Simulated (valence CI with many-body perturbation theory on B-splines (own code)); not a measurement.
Level structure of Ce²⁵⁺

Calculated by relativistic CI+MBPT: five valence electrons over a frozen Dirac-Fock core [Ar] 3d10, radial functions for each j: 11 s, 11 p, 10 d, 8 f, 5 g, 2 h, with the one-electron correlation potential Σ1 (screened to all orders), the two-electron term Σ2, the three-electron term Σ3, Breit, model QED; selected single and double excitations, second order for the rest, scaled by the run's own slope (own B-spline code, finite nucleus).

No measured spectrum was set against this ion. As an estimate, levels hold to about 250 cm⁻¹ or 0.2 % of their energy and the worst to 1 %, as in measured heavy ions of charge 2 to 7; those with d or f electrons hold less well. Among the levels kept, up to 2100 cm⁻¹ of a level comes from second order outside the variational space, and about a tenth of that is noise between levels of different J, which matters for small intervals.

Levels 91 to 135 of 166, with energies above the lowest level, (4s^2 4p1/2^2 4p3/2) J=3/2. "Leading %" is the weight of the configuration and term that name the level; weights of strongly mixed levels are sums over their largest components and can fall short. In the jj column 3d3/2^4 stands for four electrons in 3d with j = 3/2.

```
No.  Configuration  Term     J  E (cm⁻¹)  Leading %      g                     Leading jj
 91      4s 4p3 4d   4D°   5/2   1793000         19  1.143  4s 4p1/2 4p3/2^2 4d5/2 (35 %)
 92      4s 4p3 4d   4D°   3/2   1798700         30  1.135  4s 4p1/2 4p3/2^2 4d3/2 (49 %)
 93      4s 4p3 4d   2F°   5/2   1803700         52  0.982  4s 4p1/2 4p3/2^2 4d5/2 (77 %)
 94      4s 4p3 4d   4D°   1/2   1808800         44  0.312  4s 4p1/2 4p3/2^2 4d3/2 (70 %)
 95      4s 4p3 4d   4D°   7/2   1810000         28  1.194  4s 4p1/2 4p3/2^2 4d5/2 (48 %)
 96      4s 4p3 4d   2D°   5/2   1813700         19  0.991  4s 4p1/2 4p3/2^2 4d5/2 (24 %)
 97      4s 4p3 4d   2D°   3/2   1815700         37  1.121  4s 4p1/2 4p3/2^2 4d5/2 (44 %)
 98      4s 4p3 4d   4D°   1/2   1828600         29  0.496  4s 4p1/2 4p3/2^2 4d5/2 (38 %)
 99      4s 4p3 4d   2S°   1/2   1841300         19  1.837  4s 4p1/2 4p3/2^2 4d5/2 (32 %)
100      4s 4p3 4d   2D°   3/2   1842700         37  1.067  4s 4p1/2 4p3/2^2 4d5/2 (55 %)
101     4s2 4p 4d2   4G°   7/2   1848300         51  1.058  4s^2 4p1/2 4d3/2 4d5/2 (56 %)
102      4s 4p3 4d   2D°   5/2   1853100         24  0.977  4s 4p1/2 4p3/2^2 4d3/2 (19 %)
103      4s 4p3 4d   2F°   5/2   1855800         38  1.003  4s 4p1/2 4p3/2^2 4d5/2 (42 %)
104      4s 4p3 4d   2D°   3/2   1862000         15  1.022  4s^2 4p1/2 4d3/2 4d5/2 (47 %)
105     4s2 4p 4d2   2H°   9/2   1864400         25  1.111  4s^2 4p1/2 4d3/2 4d5/2 (48 %)
106     4s2 4p2 4f   4G°   5/2   1872400         12  1.080  4s^2 4p1/2 4d3/2 4d5/2 (35 %)
107     4s2 4p 4d2   4D°   1/2   1877900         30  1.137      4s^2 4p1/2 4d3/2^2 (48 %)
108      4s 4p3 4d   2D°   3/2   1892600         18  1.122  4s 4p1/2 4p3/2^2 4d5/2 (26 %)
109     4s2 4p 4d2   4D°   1/2   1894200         34  1.259  4s^2 4p1/2 4d3/2 4d5/2 (60 %)
110     4s2 4p 4d2   4F°   3/2   1900200         26  0.993      4s^2 4p1/2 4d3/2^2 (52 %)
111      4s 4p3 4d   2G°   9/2   1902900         33  1.138        4s 4p3/2^3 4d5/2 (48 %)
112     4s2 4p 4d2   4G°   9/2   1907700         42  1.157      4s^2 4p1/2 4d5/2^2 (51 %)
113      4s 4p3 4d   2D°   5/2   1909400         30  1.252        4s 4p3/2^3 4d5/2 (62 %)
114     4s2 4p 4d2   4D°   7/2   1911800         16  1.201      4s^2 4p1/2 4d5/2^2 (47 %)
115      4s 4p3 4d   2P°   3/2   1929200         28  1.221        4s 4p3/2^3 4d3/2 (34 %)
116     4s2 4p 4d2   4D°   5/2   1929800         21  1.094  4s^2 4p1/2 4d3/2 4d5/2 (42 %)
117      4s 4p3 4d   2F°   7/2   1932500         22  1.211        4s 4p3/2^3 4d5/2 (40 %)
118      4s 4p3 4d   2S°   1/2   1936300         35  1.894  4s 4p1/2 4p3/2^2 4d3/2 (27 %)
119      4s 4p3 4d   2F°   5/2   1939400         15  1.129        4s 4p3/2^3 4d3/2 (47 %)
120      4s 4p3 4d   2F°   7/2   1940500         15  1.152  4s^2 4p1/2 4d3/2 4d5/2 (21 %)
121     4s2 4p 4d2   4D°   3/2   1943400         30  1.056  4s^2 4p1/2 4d3/2 4d5/2 (30 %)
122      4s 4p3 4d   2F°   7/2   1952600         28  1.108  4s^2 4p1/2 4p3/2 4f5/2 (25 %)
123     4s2 4p2 4f   2H°  11/2   1956400         41  1.174  4s^2 4p1/2 4p3/2 4f7/2 (74 %)
124     4s2 4p 4d2   4D°   5/2   1956800         23  1.154      4s^2 4p1/2 4d5/2^2 (35 %)
125     4s2 4p 4d2   4P°   3/2   1962400         23  1.246  4s^2 4p1/2 4d3/2 4d5/2 (30 %)
126     4s2 4p2 4f   4G°   9/2   1964500         40  1.200  4s^2 4p1/2 4p3/2 4f7/2 (66 %)
127     4s2 4p2 4f   2D°   5/2   1965900         18  1.051  4s^2 4p1/2 4p3/2 4f5/2 (38 %)
128     4s2 4p2 4f   4D°   7/2   1967000         16  1.174  4s^2 4p1/2 4p3/2 4f7/2 (34 %)
129     4s2 4p 4d2   4P°   3/2   1969300         25  1.110  4s^2 4p1/2 4p3/2 4f5/2 (27 %)
130     4s2 4p2 4f   2G°   7/2   1973300         39  0.982  4s^2 4p1/2 4p3/2 4f5/2 (58 %)
131     4s2 4p2 4f   4F°   3/2   1984800         36  0.832  4s^2 4p1/2 4p3/2 4f5/2 (43 %)
132     4s2 4p2 4f   2G°   9/2   1984900         48  1.165  4s^2 4p1/2 4p3/2 4f7/2 (59 %)
133     4s2 4p2 4f   2P°   1/2   1985100         20  0.432        4s 4p3/2^3 4d3/2 (35 %)
134     4s2 4p2 4f   4F°   5/2   1985200         26  0.954  4s^2 4p1/2 4p3/2 4f5/2 (40 %)
135     4s2 4p2 4f   2F°   7/2   2001900         23  1.183  4s^2 4p1/2 4p3/2 4f5/2 (29 %)
```

Where two levels of one J and parity lie close, their mixing, g and order are uncertain.
